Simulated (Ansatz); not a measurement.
Compare A (`FC[SiH](F)[SiH3]`) with its isomer B (`F[SiH](F)C[SiH3]`).

Program: Ansatz. Geometries: PBE0-D4/def2-TZVP. ΔE: electronic, gas phase. CCSD(T)/CBS adds triple-zeta CCSD(T) − MP2 to the extrapolated MP2 energy (def2 sets, frozen cores). DFT in def2-TZVPP. B3LYP here is the variant with VWN-RPA as its local correlation; programs differ in this. One conformer a species, not always the lowest.

Task: Which isomer does CCSD(T)/CBS put lower? Give the gap. (Best estimate.)

Result: Ansatz gave: B, by 292.8 kJ/mol.

Task: Give E(B) − E(A) in kJ/mol with ωB97M-V, CCSD/def2-TZVPP, PBE0-D4, r2SCAN-D4, B3LYP-D4, B2PLYP, CCSD(T)/def2-TZVPP. (Best estimate.)

Result: Computed: ωB97M-V -289.2, CCSD/def2-TZVPP -291.3, PBE0-D4 -271.1, r2SCAN-D4 -283.5, B3LYP-D4 -275.8, B2PLYP -286.9, CCSD(T)/def2-TZVPP -290.1. None reverses the order clearly.

Largest T1 diagnostic: 0.012.

From PBE to PBE0 (25 % exact exchange), in def2-TZVPP and without D4, E(B) − E(A) moves by −13.5 kJ/mol.
